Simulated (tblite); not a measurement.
Task: Write Cartesian coordinates for `COC[SiH2][SiH2]C#N` as optimised with GFN2-xTB.

Result: 
```xyz
16
C3H9NOSi2 angstrom
C     -1.6650    1.3772   -0.0885
O     -0.8034    0.2956   -0.3272
C     -0.9977   -0.8107    0.5417
Si     0.5552   -1.8604    0.1763
Si     2.0159   -0.1197   -0.2811
C      1.6769    1.2296    0.9673
N      1.4054    2.0259    1.7457
H     -1.5141    1.7804    0.9199
H     -1.4219    2.1423   -0.8233
H     -2.7133    1.0768   -0.2019
H     -1.9571   -1.2964    0.3294
H     -1.0281   -0.4691    1.5843
H      0.2825   -2.7413   -0.9660
H      0.8251   -2.7382    1.3229
H      1.8909    0.5411   -1.5822
H      3.4409   -0.4241   -0.0614
```

Any rigid rotation of these coordinates is as good. Atoms count from 1 in this order. O2 (ether oxygen) is bent (angle 114.4°). Si5 (SiH2 silicon) is distorted tetrahedral (angles from 103.0° to 117.4°). Of the pairs four or more bonds apart, O2···C6 is among the closest relative to their van der Waals radii: 2.95 Å, 92 % of the sum of Bondi's values. The 2 C–Si bonds span 1.869 Å (Si5–C6, drawn single) to 1.910 Å (C3–Si4, drawn single), a spread of 0.041 Å.

Bonds between heavy atoms (Å): C1–O2 1.403, O2–C3 1.420, C3–Si4 1.910, Si4–Si5 2.318, Si5–C6 1.869, C6≡N7 1.146.

Structure optimised with GFN2-xTB, isolated species.

Point group: C1 (no symmetry element, even within 0.4 Å). Its GFN2-xTB frequencies are all real (lowest 43 cm⁻¹). One conformer, not necessarily the lowest (C1–O2–C3–Si4 -168°, O2–C3–Si4–Si5 32°, C3–Si4–Si5–C6 41°). 3 starts were optimised and ended at 0.00, 0.02 and 0.02 kcal/mol (GFN2-xTB); the lowest of these is shown.

On one thread, Arm Neoverse N1 (aarch64), shared host with 64 logical CPUs at a one-minute load of 56, this took 2.8 s. This is the geometry optimisation.

The numbers are calculated, not measured.
